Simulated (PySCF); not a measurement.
Si(F)3(Et) (C₂H₅F₃Si), SMILES C(C)[Si](F)(F)F.

The structure is a stationary point at B3LYP-D3(BJ)/def2-SVP. The values are those of a single conformer.

Method: PySCF with SMD-ωB97X/def2-SVP.

Solvation free energies are E(SMD) − E(gas) at the gas-phase geometry, for 1 M in both phases. In vacuum the dipole moment is 2.69 D.

Computed solvation free energies in water, chloroform, methanol:
| solvent | ΔG(solv) (kcal/mol) | its non-electrostatic (CDS) part | dipole (D) |
|---|---|---|---|
| water | -0.3 | 3.9 | 3.15 |
| chloroform | -3.8 | -0.6 | 3.03 |
| methanol | -4.1 | 0.1 | 3.13 |
